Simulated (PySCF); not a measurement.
imidazole (C₃H₄N₂), SMILES c1c[nH]cn1. Heavy atoms are numbered as in [cH:1]1[cH:2][nH:3][cH:4][n:5]1. Hydrogens are named by the atom that carries them.

Geometry optimised at PBE0-D3(BJ)/def2-SVP.

Calculation: PySCF with ωB97X/def2-TZVP.

ESP charges are fitted to the potential on shells at 1.4 to 2.0 van der Waals radii. Atomic charges (e), one atom of each kind:

| atom | IAO | Löwdin | ESP fit |
|---|---|---|---|
| C1 (CH) | -0.09 | -0.27 | 0.15 |
| C2 (CH) | -0.14 | -0.25 | ___ |
| N3 (NH) | -0.24 | 0.17 | -0.17 |
| C4 (CH) | 0.04 | -0.31 | 0.18 |
| N5 | -0.34 | 0.08 | ___ |
| H on C1 | 0.16 | 0.13 | ___ |
| H on C2 | 0.16 | 0.13 | ___ |
| H on N3 | 0.29 | 0.19 | 0.30 |
| H on C4 | 0.16 | 0.13 | 0.10 |

**Question.** Fill in the missing entries. (An estimate is asked for; the answer gives what the named calculation found.)

**Answer.** 
- C2 (CH), ESP fit: -0.36
- N5, ESP fit: -0.52
- H on C1, ESP fit: 0.10
- H on C2, ESP fit: 0.21

Computed Mayer and Wiberg (Löwdin basis) orders of the bonds:
```json
[
 {"bond": "C1–C2", "Mayer": "1.65", "Wiberg": "1.78"},
 {"bond": "C2–N3", "Mayer": "1.16", "Wiberg": "1.47"},
 {"bond": "N3–C4", "Mayer": "1.22", "Wiberg": "1.55"},
 {"bond": "C1–N5", "Mayer": "1.35", "Wiberg": "1.61"},
 {"bond": "C4–N5", "Mayer": "1.66", "Wiberg": "1.95"}
]
```
